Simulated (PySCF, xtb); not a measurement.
C4H4OSe, SMILES C=C1C(=O)[Se]C1.

The structure is a stationary point at PBE0-D3(BJ)/def2-SVP. The structure was generated by enumeration, and PubChem lists no compound with its InChIKey, so it may never have been made.

The numbers are results of IEF-PCM-M06-2X/def2-SVP run with PySCF 2.14.0, not measurements.

The values are the electrostatic part of the solvation free energy, E(continuum) − E(gas) at the gas-phase geometry, in a cavity of scaled van der Waals radii (PySCF's table); cavitation and dispersion terms are not included. In vacuum the orbital gap is 7.01 eV. The dipole moment in vacuum is 3.51 D.

| solvent | ε | ΔG(elec) (kcal/mol) | dipole (D) | gap (eV) |
|---|---|---|---|---|
| water | 78.36 | -4.8 | 4.71 | 7.14 |
| N,N-dimethylformamide | 37.22 | -4.6 | 4.68 | 7.14 |
| chloroform | 4.71 | -3.4 | 4.34 | 7.10 |

For comparison, GFN2-xTB/ALPB(water) (xtb, at the GFN2-xTB geometry, all terms of that model) gives -2.8 kcal/mol.
